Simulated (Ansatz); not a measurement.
A run on `N[SiH2]N1C[SiH2]1` with other settings.

```yaml
crystal:
  periodic: [false, false, false]
  atoms:
    - {symbol: N, position_ang: [-2.207722, -1.073640, 0.083273]}
    - {symbol: Si, position_ang: [-0.759418, -0.681013, 0.904400]}
    - {symbol: N, position_ang: [0.310543, 0.369407, 0.081132]}
    - {symbol: C, position_ang: [1.145266, 0.155148, -1.135089]}
    - {symbol: Si, position_ang: [1.555595, 1.521893, 0.012165]}
    - {symbol: H, position_ang: [-2.273623, -1.906448, -0.476513]}
    - {symbol: H, position_ang: [-2.869394, -0.373437, -0.207592]}
    - {symbol: H, position_ang: [-0.115134, -2.001984, 1.149338]}
    - {symbol: H, position_ang: [-1.065289, 0.026740, 2.173842]}
    - {symbol: H, position_ang: [0.641373, 0.340919, -2.082565]}
    - {symbol: H, position_ang: [1.749632, -0.752809, -1.143156]}
    - {symbol: H, position_ang: [1.200234, 2.929277, -0.279990]}
    - {symbol: H, position_ang: [2.708338, 1.411246, 0.935553]}
basis:
  gaussian: {orbitals: cc-pVDZ}
hamiltonian: {xc: {name: B2PLYP}}
output: {forces: true}
```

```sh
$ ansatz run in.yaml --threads 4 --pin off --events-out ev --progress --plain --max-ram 10444MiB
```

It prints (some lines left out):

```
Functional definition: B2PLYP
1113 factors; integrals over basis functions are off by at most 1.4e-3 eV
mean field evaluation 1: about -19877.3956 eV, gradient 5.9e1 eV
mean field evaluation 2: about -19877.8962 eV, gradient 5.9e1 eV
mean field evaluation 4: about -19884.9686 eV, gradient 6.4e0 eV
mean field evaluation 8: about -19885.0767 eV, gradient 4.3e-1 eV
mean field evaluation 16: about -19885.0772 eV, gradient 1.3e-4 eV
mean field -19885.07722478 eV, -730.7631094212 hartree, gradient 7.6e-6 eV, S^2 0.000000; 0 other end points of the search recorded, 0 dependent functions left out
13 core orbitals not correlated: weight in the atoms' cores, before any rotation towards them, 1.000 or more for the frozen orbitals, at most 0.000 for the correlated occupied ones
reference -19885.07742257 eV, -730.7631166898 hartree; 15, 15 occupied and 90, 90 virtual orbitals, 1113 factors
second order -22.58114123 eV of doubles, -0.00000000 eV of singles
Total energy: -19891.17433070 eV, -730.9871739311 hartree
Atom 0 at    -2.207722    -1.073640     0.083273 Å, force    -0.428659    -0.183531     0.046791 eV/Å
Atom 1 at    -0.759418    -0.681013     0.904400 Å, force    -0.011029    -0.374221     0.705685 eV/Å
Atom 2 at     0.310543     0.369407     0.081132 Å, force    -0.290058    -0.022415    -0.221593 eV/Å
Atom 3 at     1.145266     0.155148    -1.135089 Å, force     0.003061    -0.216669    -0.254468 eV/Å
Atom 4 at     1.555595     1.521893     0.012165 Å, force     0.799406     0.995692     0.279722 eV/Å
Atom 5 at    -2.273623    -1.906448    -0.476513 Å, force    -0.021568    -0.282652    -0.243426 eV/Å
Atom 6 at    -2.869394    -0.373437    -0.207592 Å, force    -0.222496     0.257222    -0.148004 eV/Å
Atom 7 at    -0.115134    -2.001984     1.149338 Å, force     0.035757    -0.108670     0.029532 eV/Å
Atom 8 at    -1.065289     0.026740     2.173842 Å, force    -0.017111     0.041003     0.107553 eV/Å
Atom 9 at     0.641373     0.340919    -2.082565 Å, force    -0.135282     0.060090    -0.293772 eV/Å
Atom 10 at     1.749632    -0.752809    -1.143156 Å, force     0.196074    -0.265894    -0.013446 eV/Å
Atom 11 at     1.200234     2.929277    -0.279990 Å, force    -0.007414     0.097001    -0.034088 eV/Å
Atom 12 at     2.708338     1.411246     0.935553 Å, force     0.099320     0.003043     0.039514 eV/Å
Dipole moment:    -0.018013     0.066966    -0.291074 e Å
```

Hardware: 4 threads of an Arm Neoverse V1 on a shared host. Wall time 4.9 s, peak host memory 0.29 GiB.
